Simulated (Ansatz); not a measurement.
`[NH2][GeH2][SiH2]F` + `[BH2][GeH2][Cl]` → `[NH2][GeH2][SiH2]Cl` + `[BH2][GeH2][F]`  (redistribution)

Isolated molecules relaxed with PBE0-D4/def2-TZVP in Ansatz; ΔE leaves out vibrations. CCSD(T)/CBS is the MP2 limit (def2-TZVPP, def2-QZVPP) plus CCSD(T) − MP2 in def2-TZVPP, frozen cores. DFT in def2-TZVPP. For Ge outer-core shells are correlated without core-valence functions, which leaves a few kJ/mol of doubt a bond. Scalar relativity is left out up to krypton. One conformer a species, not always the lowest.

`[NH2][GeH2][SiH2]F`:

```xyz
10

N     1.561   -1.032    0.062
Ge   -0.276   -0.843    0.047
Si   -0.779    1.472   -0.227
F    -0.355    1.974   -1.691
H     2.016   -0.549    0.825
H     1.869   -1.995    0.070
H    -0.975   -1.346    1.339
H    -0.789   -1.694   -1.126
H    -0.037    2.294    0.766
H    -2.236    1.719   -0.066
```

`[BH2][GeH2][Cl]`:

Z-matrix (Å, degrees):
```
Ge
Cl 1 2.168
B 1 2.053 2 111.0
H 1 1.539 2 105.7 3 122.5
H 1 1.539 2 105.7 3 -122.5
H 3 1.191 1 121.6 2 -0.2
H 3 1.195 1 118.7 2 179.8
```

`[NH2][GeH2][SiH2]Cl`:

Cartesian coordinates in Å:
```
N 0.840 1.585 -0.489
Ge 0.799 -0.255 -0.361
Si -1.284 -0.857 0.628
Cl -2.837 -0.367 -0.633
H 0.838 2.060 0.403
H 1.616 1.936 -1.034
H 1.953 -0.861 0.483
H 0.918 -0.795 -1.795
H -1.494 -0.131 1.908
H -1.350 -2.317 0.890
```

`[BH2][GeH2][F]`:

```xyz
7

B    -0.019    0.594   -1.113
Ge    0.087   -0.374    0.693
F    -1.524   -0.622    1.335
H    -1.064    0.911   -1.592
H     0.992    0.846   -1.696
H     0.829    0.430    1.777
H     0.699   -1.785    0.596
```

```csv
level,ΔE (kJ/mol)
B2PLYP,48.3
CCSD/CBS(def2),50.0
```

Problem. What does CCSD(T)/CBS give? (An estimate is asked.)

Solution. Ansatz gave: +48.6 kJ/mol. The listed levels differ from it by -0.3, 1.4 kJ/mol.

Largest T1 diagnostic among the species: 0.012.

In def2-TZVPP, CCSD(T) changes the Hartree–Fock value by −5.5 kJ/mol (the triples alone add −1.4 kJ/mol) and MP2 by −5.8 kJ/mol. From PBE to PBE0 (25 % exact exchange), in def2-TZVPP and without D4, ΔE moves by +3.2 kJ/mol.
